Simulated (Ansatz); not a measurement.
The same group exchange along the group B, Al, Ga.

Computed with Ansatz on PBE0-D4/def2-TZVP structures; ΔE is electronic, products minus reactants. CCSD(T)/CBS adds triple-zeta CCSD(T) − MP2 to the extrapolated MP2 energy (def2 sets, frozen cores). Functionals use def2-TZVPP. For Ga, Ge outer-core shells are correlated without core-valence functions, which leaves a few kJ/mol of doubt a bond. Scalar relativity is left out up to krypton. Each species was taken in one conformer, which may not be the lowest.

| reaction | ωB97X-V (eV) | r2SCAN-D4 (eV) | CCSD/CBS(def2) (eV) | HF/CBS(def2) (eV) | CCSD(T)/CBS(def2) (eV) |
| --- | --- | --- | --- | --- | --- |
| `B[CH2][GeH3]` + `COC(N)O` → `N[CH](O)[GeH3]` + `BCOC` | 1.25 | 1.29 | 1.27 | 1.28 | 1.28 |
| `[AlH2][CH2][GeH3]` + `COC(N)O` → `N[CH](O)[GeH3]` + `CO[CH2][AlH2]` | 1.34 | 1.38 | 1.36 | 1.44 | 1.36 |
| `[GaH2][CH2][GeH3]` + `COC(N)O` → `N[CH](O)[GeH3]` + `CO[CH2][GaH2]` | 1.33 | 1.36 | 1.35 | 1.41 | 1.35 |

Largest T1 diagnostic: 0.012, for `[GaH2][CH2][GeH3]`.
